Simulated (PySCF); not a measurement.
C₈H₁₃OP.
Numbering: `[CH:1]#[C:2][P:3]1(=[O:4])[CH2:5][CH2:6][CH2:7][CH2:8][CH2:9][CH2:10]1`

Structure used (GFN2-xTB), in Å, numbered top down from 1:
```
atom  x, y, z in Å
C1     3.9089   -0.6626    0.4594
C2     2.8124   -0.5430   -0.0158
P3     1.2407   -0.3728   -0.8369
O4     1.2875   -0.6895   -2.2689
C5     0.7748    1.3814   -0.5123
C6    -0.3188    1.6089    0.5223
C7    -1.6973    1.1210    0.0634
C8    -2.0490   -0.3140    0.4545
C9    -1.2778   -1.4027   -0.2874
C10    0.1805   -1.5096    0.1416
H11    4.8617   -0.7664    0.8932
H12    1.6909    1.9011   -0.2168
H13    0.4681    1.7777   -1.4842
H14   -0.3744    2.6855    0.7081
H15   -0.0497    1.1327    1.4670
H16   -2.4558    1.7715    0.5075
H17   -1.7741    1.2268   -1.0210
H18   -3.1130   -0.4591    0.2508
H19   -1.9061   -0.4404    1.5314
H20   -1.3147   -1.2159   -1.3646
H21   -1.7750   -2.3585   -0.1007
H22    0.3020   -1.3409    1.2113
H23    0.5736   -2.5041   -0.0919
```

NICS = −σ at a ghost point: NICS(0) at the centroid of the ring atoms, NICS(1) 1 Å to either side along the normal of their mean plane, zz for the tensor component along that normal. Level: GIAO PBE0/pcSseg-1 (PySCF, non-relativistic, gas phase) on the GFN2-xTB geometry, one conformer.

Ring bond lengths (Å), with Mayer bond orders in brackets: P3–C5 1.844 (0.92), C5–C6 1.522 (1.03), C6–C7 1.533 (1.01), C7–C8 1.528 (1.04), C8–C9 1.527 (1.03), C9–C10 1.524 (1.02), C10–P3 1.837 (0.94).

Q: Give the NICS values of each ring in ppm.

A: 
```tsv
ring	type	NICS(0)	NICS(1), two faces	NICS(1)zz, two faces	rms pucker (Å)	centre to ring atoms, mean (Å)
P3–C5–C6–C7–C8–C9–C10	7-membered ring with P; formal bonds all single	-2.2	-1.7 / -2.5	3.8 / 3.6	0.33	1.74
```

Q: What do they say, and how far can they be read as aromaticity?

A: 
- P3–C5–C6–C7–C8–C9–C10: mean NICS(1)zz 3.7 ppm, deshielded. P3, C5, C6, C7, C8, C9, C10 have four or more neighbours, and the NICS criterion for π rings isn't applied.

Q: At the second NICS(1) probe listed for ring P3–C5–C6–C7–C8–C9–C10, 1 Å off the ring, how large is the induced field along the normal in 1 T applied along it?

A: NICSzz × B0 = 3.6 ppm × 1 T = 4 μT, along the applied field.
